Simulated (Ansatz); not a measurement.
Species: C$_{10}$H$_{9}$ClSi, SMILES `[SiH3]c1cccc2c(Cl)cccc12` (charge 0, multiplicity 1), formula C10H9ClSi.

### Question
How many basis functions does frozen-core CCSD(T)/cc-pVDZ // PBE0-D4/def2-SVP (Ansatz, an electronic-structure program) use, how many core orbitals are frozen, and how many electrons are correlated?

### Answer
221 basis functions and 20 frozen orbitals, which leaves 60 correlated electrons. Core time is of the order of minutes.
